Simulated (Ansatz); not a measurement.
Steps of a relaxation of C2H9ClSi2, SMILES `[SiH3]CC[SiH2]Cl` with RKS PBE-D4/def2-SVP.

```sh
$ ansatz run in.yaml --threads 2 --pin off --events-out ev --progress --plain --max-ram 22528MiB --backend cpu
```

```yaml
crystal:
  periodic: [false, false, false]
  atoms:
    - {symbol: Si, position_ang: [-0.328000, -0.986400, 1.750300]}
    - {symbol: C, position_ang: [0.880300, -0.123000, 0.616700]}
    - {symbol: C, position_ang: [0.582900, -0.142800, -0.911100]}
    - {symbol: Si, position_ang: [-0.658300, 0.974400, -1.583100]}
    - {symbol: Cl, position_ang: [-0.333800, 2.903000, -1.098700]}
    - {symbol: H, position_ang: [-1.671000, -0.207000, 1.645700]}
    - {symbol: H, position_ang: [-0.554100, -2.343800, 1.308100]}
    - {symbol: H, position_ang: [0.138600, -0.904900, 3.136700]}
    - {symbol: H, position_ang: [1.036600, 0.928600, 1.000100]}
    - {symbol: H, position_ang: [1.838100, -0.636400, 0.815700]}
    - {symbol: H, position_ang: [0.399100, -1.172700, -1.196900]}
    - {symbol: H, position_ang: [1.564600, 0.156500, -1.384800]}
    - {symbol: H, position_ang: [-2.104700, 0.635000, -1.026700]}
    - {symbol: H, position_ang: [-0.803200, 0.890400, -3.043200]}
basis:
  gaussian: {orbitals: def2-SVP}
hamiltonian: {xc: pbe, dispersion: d4}
relax: {f_tol: 0.03, max_steps: 200}
```

Positions (Å) and forces (eV/Å) along the path, 10 of 11 steps:

```xyz
14
step=1 energy=-30472.6761 eV
Si   -0.328   -0.986    1.750   -1.379    1.657   -0.325
C     0.880   -0.123    0.617    0.254    0.710    0.008
C     0.583   -0.143   -0.911    2.468    0.060    1.227
Si   -0.658    0.974   -1.583   -3.101   -0.609    0.080
Cl   -0.334    2.903   -1.099    0.460    1.384    0.409
H    -1.671   -0.207    1.646    0.514   -0.501    0.182
H    -0.554   -2.344    1.308   -0.130   -1.134   -0.240
H     0.139   -0.905    3.137    0.263   -0.099    0.671
H     1.037    0.929    1.000   -0.149   -0.471   -0.250
H     1.838   -0.636    0.816    0.326   -0.037   -0.123
H     0.399   -1.173   -1.197   -0.265   -0.774   -0.543
H     1.565    0.157   -1.385   -0.492   -0.250   -0.140
H    -2.105    0.635   -1.027    1.022    0.170   -0.323
H    -0.803    0.890   -3.043    0.209   -0.105   -0.633
14
step=3 energy=-30473.0759 eV
Si   -0.384   -0.925    1.732   -0.004   -0.022    0.019
C     0.917   -0.107    0.612    0.008    0.063   -0.156
C     0.650   -0.153   -0.913    0.209   -0.127    0.169
Si   -0.734    0.942   -1.562   -0.039    0.191   -0.001
Cl   -0.313    2.921   -1.005   -0.007   -0.082   -0.033
H    -1.706   -0.213    1.671   -0.033    0.021   -0.003
H    -0.606   -2.357    1.311    0.015    0.031   -0.001
H     0.101   -0.909    3.158   -0.003   -0.002   -0.029
H     1.047    0.947    0.944   -0.017   -0.025    0.002
H     1.880   -0.614    0.842    0.008    0.002   -0.012
H     0.442   -1.195   -1.246   -0.045    0.003   -0.029
H     1.563    0.155   -1.472   -0.034   -0.006    0.030
H    -2.071    0.605   -0.979   -0.075   -0.048    0.003
H    -0.800    0.873   -3.064    0.017    0.002    0.041
14
step=4 energy=-30473.0794 eV
Si   -0.386   -0.918    1.725    0.020   -0.022    0.019
C     0.922   -0.105    0.610    0.002   -0.007   -0.070
C     0.656   -0.161   -0.910    0.030   -0.027    0.067
Si   -0.736    0.942   -1.550    0.017    0.045   -0.024
Cl   -0.314    2.917   -0.994   -0.009   -0.035    0.003
H    -1.708   -0.204    1.660   -0.009    0.010   -0.002
H    -0.605   -2.350    1.300    0.001    0.023    0.000
H     0.098   -0.905    3.151   -0.012   -0.001   -0.008
H     1.047    0.951    0.937    0.000    0.000    0.002
H     1.886   -0.608    0.844   -0.001    0.005    0.008
H     0.436   -1.202   -1.245   -0.017    0.021    0.004
H     1.566    0.145   -1.473   -0.007    0.002   -0.009
H    -2.077    0.591   -0.977   -0.018   -0.018    0.004
H    -0.797    0.878   -3.050    0.002    0.004    0.005
14
step=5 energy=-30473.0801 eV
Si   -0.385   -0.914    1.725    0.016   -0.017    0.011
C     0.925   -0.104    0.609   -0.003    0.007   -0.040
C     0.656   -0.164   -0.909    0.017   -0.025    0.034
Si   -0.737    0.939   -1.551    0.022    0.033   -0.001
Cl   -0.320    2.908   -0.976   -0.012   -0.009    0.003
H    -1.705   -0.195    1.661   -0.005    0.009    0.000
H    -0.608   -2.343    1.297   -0.001    0.017    0.002
H     0.098   -0.906    3.151   -0.009    0.001   -0.006
H     1.049    0.953    0.933    0.000   -0.009    0.000
H     1.889   -0.607    0.844   -0.001    0.002    0.002
H     0.432   -1.204   -1.241   -0.008    0.008    0.002
H     1.564    0.140   -1.476   -0.004    0.000   -0.008
H    -2.080    0.580   -0.986   -0.015   -0.017    0.000
H    -0.791    0.887   -3.052    0.004    0.000    0.002
14
step=6 energy=-30473.0816 eV
Si   -0.380   -0.898    1.726   -0.014    0.014   -0.007
C     0.935   -0.103    0.603    0.001    0.020    0.050
C     0.656   -0.174   -0.909   -0.007    0.028   -0.051
Si   -0.737    0.932   -1.549   -0.022   -0.013    0.016
Cl   -0.362    2.890   -0.912   -0.009   -0.006   -0.001
H    -1.690   -0.158    1.663    0.011    0.000   -0.001
H    -0.625   -2.320    1.289   -0.002   -0.005    0.004
H     0.098   -0.903    3.152    0.008    0.003    0.003
H     1.064    0.956    0.920    0.000   -0.024   -0.002
H     1.898   -0.607    0.841   -0.001   -0.005   -0.008
H     0.417   -1.213   -1.232    0.006   -0.011   -0.006
H     1.561    0.119   -1.488    0.004   -0.010    0.007
H    -2.087    0.533   -1.023    0.019    0.006   -0.009
H    -0.762    0.918   -3.051    0.008    0.004    0.006
14
step=7 energy=-30473.0824 eV
Si   -0.379   -0.886    1.726   -0.007    0.022   -0.006
C     0.942   -0.106    0.600    0.002    0.009    0.048
C     0.658   -0.179   -0.911   -0.004    0.027   -0.057
Si   -0.739    0.924   -1.548   -0.018    0.019    0.006
Cl   -0.398    2.875   -0.868   -0.011   -0.019   -0.004
H    -1.679   -0.129    1.665    0.012   -0.006    0.000
H    -0.642   -2.306    1.292   -0.006   -0.005    0.003
H     0.104   -0.895    3.151    0.004    0.003    0.005
H     1.078    0.952    0.914   -0.003   -0.019   -0.004
H     1.901   -0.617    0.837   -0.003   -0.009   -0.009
H     0.414   -1.218   -1.232    0.011   -0.016   -0.003
H     1.560    0.111   -1.495   -0.003   -0.006    0.015
H    -2.093    0.500   -1.051    0.029    0.006   -0.015
H    -0.738    0.944   -3.052   -0.003   -0.006    0.022
14
step=8 energy=-30473.0833 eV
Si   -0.380   -0.865    1.727   -0.016    0.022   -0.008
C     0.952   -0.115    0.594    0.009   -0.012    0.021
C     0.663   -0.182   -0.917    0.013    0.019   -0.031
Si   -0.742    0.914   -1.547   -0.047    0.027    0.003
Cl   -0.461    2.851   -0.795   -0.014   -0.065   -0.034
H    -1.663   -0.078    1.667    0.019   -0.009    0.000
H    -0.678   -2.280    1.301   -0.001   -0.001    0.003
H     0.110   -0.877    3.150    0.002    0.001    0.005
H     1.107    0.941    0.907   -0.003   -0.006   -0.006
H     1.904   -0.642    0.827   -0.010   -0.007   -0.004
H     0.420   -1.221   -1.240    0.008   -0.010    0.001
H     1.565    0.109   -1.502   -0.007    0.003    0.018
H    -2.097    0.442   -1.092    0.054    0.024   -0.016
H    -0.712    0.974   -3.050   -0.005    0.013    0.046
14
step=9 energy=-30473.0840 eV
Si   -0.382   -0.853    1.727   -0.021    0.011   -0.008
C     0.959   -0.124    0.591    0.009   -0.012    0.005
C     0.670   -0.183   -0.922    0.009    0.002   -0.013
Si   -0.745    0.905   -1.544   -0.055    0.061   -0.017
Cl   -0.500    2.837   -0.769   -0.002   -0.059   -0.011
H    -1.654   -0.047    1.665    0.018   -0.010   -0.001
H    -0.701   -2.267    1.310    0.001    0.011    0.004
H     0.109   -0.864    3.149    0.002    0.000    0.000
H     1.127    0.929    0.906   -0.001   -0.002   -0.004
H     1.904   -0.664    0.821   -0.013    0.000   -0.003
H     0.435   -1.222   -1.250    0.006    0.000    0.004
H     1.570    0.117   -1.503   -0.007    0.007    0.010
H    -2.098    0.411   -1.106    0.062    0.013   -0.021
H    -0.706    0.999   -3.046   -0.007   -0.020    0.053
14
step=10 energy=-30473.0849 eV
Si   -0.389   -0.836    1.723   -0.008   -0.009   -0.007
C     0.966   -0.135    0.586    0.009   -0.008   -0.011
C     0.680   -0.180   -0.928    0.002   -0.023    0.008
Si   -0.751    0.895   -1.539   -0.024    0.024   -0.010
Cl   -0.535    2.814   -0.728   -0.007   -0.034   -0.014
H    -1.644   -0.006    1.656    0.015   -0.012    0.000
H    -0.733   -2.248    1.316    0.001    0.027    0.004
H     0.104   -0.847    3.145   -0.003    0.000   -0.003
H     1.153    0.914    0.904    0.001   -0.008   -0.001
H     1.901   -0.694    0.815   -0.019    0.011    0.000
H     0.460   -1.219   -1.267    0.004    0.017    0.006
H     1.579    0.138   -1.502   -0.006    0.006    0.000
H    -2.093    0.369   -1.111    0.041    0.015   -0.017
H    -0.711    1.008   -3.039   -0.006   -0.007    0.046
14
step=11 energy=-30473.0852 eV
Si   -0.392   -0.825    1.720   -0.013   -0.012   -0.011
C     0.973   -0.142    0.583    0.009   -0.002   -0.001
C     0.688   -0.180   -0.931    0.000   -0.001    0.015
Si   -0.752    0.888   -1.533   -0.022   -0.006   -0.019
Cl   -0.565    2.803   -0.709    0.005   -0.020   -0.003
H    -1.636    0.021    1.652    0.011    0.000    0.002
H    -0.759   -2.230    1.313    0.008    0.018    0.005
H     0.100   -0.842    3.142    0.000   -0.003   -0.005
H     1.171    0.905    0.903    0.001   -0.011    0.000
H     1.900   -0.713    0.812   -0.012    0.012    0.000
H     0.478   -1.219   -1.277   -0.003    0.020    0.002
H     1.585    0.151   -1.502   -0.003   -0.002   -0.001
H    -2.088    0.342   -1.113    0.014    0.004    0.001
H    -0.717    1.011   -3.031    0.005    0.002    0.013
```

Run time 24 s (2 threads of an AMD EPYC 7R13 on a shared host); peak host memory 0.23 GiB.
